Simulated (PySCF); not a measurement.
Computed shifts of a molecule C2H4Cl2Ge, B3LYP/pcSseg-1 run with PySCF, GIAO, gas phase, equivalent atoms averaged, in ppm (number of nuclei): ¹³C: 148.0 (1), 144.0 (1). ¹H: 6.81 (2), 6.62 (1), 6.56 (1). References: ⁷³Ge against GeH4 (σ = 1631.8 ppm); ³⁵Cl against HCl (σ = 933.3 ppm); ¹³C against TMS (σ = 181.3 ppm); ¹H against TMS (σ = 31.68 ppm), references at their B3LYP-D3(BJ)/def2-TZVP geometries, non-relativistic (without spin–orbit terms, shifts of atoms bonded to Cl or Br come out too high). Geometry optimised at PBE0-D3(BJ)/def2-SVP. One conformer was computed; it need not be the lowest.

Q: Which structure fits?
A) Cl/C=[CH]\[GeH2][Cl]
B) ClC(Cl)=[CH][GeH3]
C) C=[C](Cl)[GeH2][Cl]
D) C=[CH][GeH]([Cl])[Cl]

A: D, C=[CH][GeH]([Cl])[Cl]
